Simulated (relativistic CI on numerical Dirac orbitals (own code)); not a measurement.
## Ta⁵⁹⁺: sensitivity of the levels to the model

Base calculation: Dirac-Coulomb-Breit CI, KLI orbitals optimised for each configuration, model QED (radiative potential, 1s self-energy scaled to tabulated hydrogen-like ionisation energies), unscaled Slater integrals.

Configurations in the expansion (outside the closed core [Ne]): 3s2 3p2, 3s2 3p 3d, 3s 3p3, 3s2 3d2, 3p4, 3s 3p2 3d, 3p2 3d2, 3s 3p 3d2, 3p3 3d, 3s2 3d 4s, 3s2 3d 4p, 3s 3p 3d 4s, 3p3 4s, 3s2 3p 4s, 3s 3p 3d 4p, 3p3 4p. Levels of other configurations are missing.

Variants: (1) P86 correlation estimate; (2) QED terms removed. Shifts of the energy above 3s2 3p2 3P_0, in eV, for the lowest level and the first level of each name with at least 55 % of one term (blank where a level changes its place among those of its configuration and J or its character, or is not in the variant):

```csv
Level,Base,Δ(1),Δ(2)
3s2 3p2 3P_0,0.00,0.00,0.00
3s2 3p2 3P_1,325.32,0.00,-0.35
3s2 3p2 1D_2,334.72,0.00,-0.35
3s2 3p 3d 3F°_2,542.25,+0.23,+0.52
3s2 3p2 3P_2,667.06,0.00,-0.64
3s2 3p2 1S_0,687.39,0.00,-0.64
3s 3p3 3D°_3,825.84,+0.21,+3.54
3s 3p3 3P°_0,837.29,+0.21,+3.27
3s 3p3 1D°_2,852.23,+0.21,+2.76
3s2 3p 3d 3P°_0,910.81,+0.22,+0.69
3s2 3p 3d 3F°_4,956.70,+0.23,-0.01
3s2 3p 3d 3D°_3,989.85,+0.23,+0.09
3s2 3p 3d 1P°_1,999.74,+0.23,+0.09
3s 3p2 3d 5D_0,1014.55,+0.40,+4.75
```

At this charge energies of transitions that change n are usually good to better than 1 %, and those within a shell (Δn = 0) to a few per cent.

Ionisation energy from the two ground configurations alone: base 6363.93 eV; P86 correlation estimate 6365.57 eV. The NIST ASD value (theoretical) is 6364 eV.

LS names give the leading component of a level, which can be under half, so a name can repeat, a term be missing and a line seem to break the LS rules.
